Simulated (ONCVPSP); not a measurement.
**Configuration tests for aluminium (ONCV)**

Al, optimised norm-conserving Vanderbilt (ONCV), made with ONCVPSP 4.0.1 (revPBE, scalar-relativistic). Core [Ne], reference 3s1 (charge +2). Waves: 3s: rc 1.80 bohr, ncon 3, nbas 8, qcut 4.6 1/bohr, 1 projector; p scattering state at 0.19 Ha: rc 1.40 bohr, ncon 3, nbas 6, qcut 6.7 1/bohr, local; d scattering state at 0.3 Ha: rc 1.40 bohr, ncon 4, nbas 8, qcut 6.2 1/bohr, 2 projectors, debl 1.8 Ha. Local part: the p channel. Core correction: Teter function, fcfact 4.75, rcfact 1.2.

Energies are relative to the spin-unpolarised reference configuration 3s1; without spin polarisation the order of configurations can differ from experiment.

Problem. Give the all-electron excitation energy and the error of the potential for: 3s2 3p1; 3s2; 3s2 3p0.5; 3s1 3p2.

Solution.

```tsv
valence configuration	charge	ΔE all-electron (eV)	error AE − PS (meV)
3s2 3p1	0	-24.899	+131
3s2	+1	-19.152	+20
3s2 3p0.5	+0.5	-22.820	+85
3s1 3p2	0	-19.785	+247
```

Levels in the configuration 3s2 3p0.5:

```
level  all-electron (eV)  pseudo (eV)
   3s            -11.063      -11.053
   3p             -5.689       -5.801
```
